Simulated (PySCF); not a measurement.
Species: N-methylaniline, C₇H₉N.
Bonds: C1–N2, N2–C3, C3–C4 (aromatic), C4–C5 (aromatic), C5–C6 (aromatic), C6–C7 (aromatic), C7–C8 (aromatic), C3–C8 (aromatic). Hydrogens: H9, H10, H11 on C1; H12 on N2; H13 on C4; H14 on C5; H15 on C6; H16 on C7; H17 on C8.

All values: PBE0/pcSseg-1 and PBE0/def2-SVPD (PySCF, non-relativistic), on one gas-phase PBE0-D3(BJ)/def2-SVP geometry that isn't relaxed in the solvent. The solvent is an IEF-PCM continuum (cavity from Bondi-type radii × 1.2). Only the electrostatic response of the medium enters.

Gas phase at PBE0/pcSseg-1: HOMO -5.63 eV, LUMO 0.05 eV, dipole 2.07 D.

Question: What does the continuum do to the energy, the frontier levels and the dipole at PBE0/pcSseg-1 in benzene and chloroform?

Answer: 
```
   solvent      ε  E(solvent) − E(gas) (kcal/mol)  polarisation term (kcal/mol)  distortion of the solute (kcal/mol)  HOMO (eV)  LUMO (eV)  dipole (D)
   benzene  2.271                           -2.42                         -2.57                                 0.15      -5.64      -0.02        2.39
chloroform  4.711                           -3.97                         -4.38                                 0.41      -5.66      -0.07        2.58
```

The first energy column is the sum of the next two and covers electrostatics alone. From benzene to chloroform the lowering changes by a factor 1.64, Onsager's factor (ε − 1)/(2ε + 1) by 1.55 and ε itself by 2.1.

Question: Which radius a makes the point-dipole formula ΔE = −[(ε − 1)/(2ε + 1)]·μ²/a³ give the value in chloroform, with the gas-phase dipole?

Answer: μ = 0.814 au and |ΔE| = 0.00633 Eh give a = 1.77 Å; the farthest nucleus lies 3.61 Å from the centroid of the nuclei, so such a sphere wouldn't even hold the nuclei. The formula assumes a rigid point dipole at the centre of a sphere.

Question: Which Hirshfeld charges (PBE0/pcSseg-1) respond most in benzene (means over atoms taken as equivalent)?

Answer: 
| atoms | environment | gas (e) | solvent (e) | change |
| --- | --- | --- | --- | --- |
| H12 | N–H hydrogen | +0.128 | +0.135 | +0.007 |
| C6 | aromatic CH carbon | -0.077 | -0.083 | -0.006 |
| C5/C7 | aromatic CH carbon | -0.053 | -0.057 | -0.004 |
| C4/C8 | aromatic CH carbon | -0.082 | -0.085 | -0.003 |
| H13/H17 | aromatic hydrogen | +0.040 | +0.043 | +0.003 |
| C3 | aromatic carbon bearing nitrogen | +0.049 | +0.046 | -0.003 |
| H9/H10/H11 | methyl hydrogen | +0.044 | +0.046 | +0.002 |
| H14/H16 | aromatic hydrogen | +0.048 | +0.050 | +0.002 |
| H15 | aromatic hydrogen | +0.043 | +0.044 | +0.001 |
| N2 | aniline-type nitrogen | -0.120 | -0.120 | 0.000 |
| C1 | N-methyl carbon | -0.060 | -0.060 | 0.000 |

Gas phase at PBE0/def2-SVPD: HOMO -5.67 eV, LUMO -0.04 eV, dipole 1.98 D.

Question: What does the continuum do to the energy, the frontier levels and the dipole at PBE0/def2-SVPD in benzene and chloroform?

Answer: 
```tsv
solvent	ε	E(solvent) − E(gas) (kcal/mol)	polarisation term (kcal/mol)	distortion of the solute (kcal/mol)	HOMO (eV)	LUMO (eV)	dipole (D)
benzene	2.271	-2.24	-2.40	0.16	-5.67	-0.08	2.33
chloroform	4.711	-3.70	-4.15	0.45	-5.68	-0.13	2.53
```

Question: How does the static polarisability (PBE0/def2-SVPD, frozen core, with the continuum's full static response) change?

Answer: 
```json
{"medium": "gas", "isotropic (au)": "92.8", "principal values (au)": "57.3, 95.9, 125.1", "⟨r²⟩ of the electrons (bohr²)": "1016.0"}
{"medium": "benzene", "isotropic (au)": "108.3", "principal values (au)": "65.6, 113.0, 146.3", "⟨r²⟩ of the electrons (bohr²)": "1015.2"}
{"medium": "chloroform", "isotropic (au)": "119.1", "principal values (au)": "72.6, 124.9, 159.7", "⟨r²⟩ of the electrons (bohr²)": "1014.7"}
```

The isotropic value in chloroform is 1.28 times the gas-phase one; no cavity-field correction is applied. ⟨r²⟩ is taken about the centre of nuclear charge.

The values belong to the conformer `[CH3:1][NH:2][c:3]1[cH:4][cH:5][cH:6][cH:7][cH:8]1`: C1–N2–C3–C4 -9°.
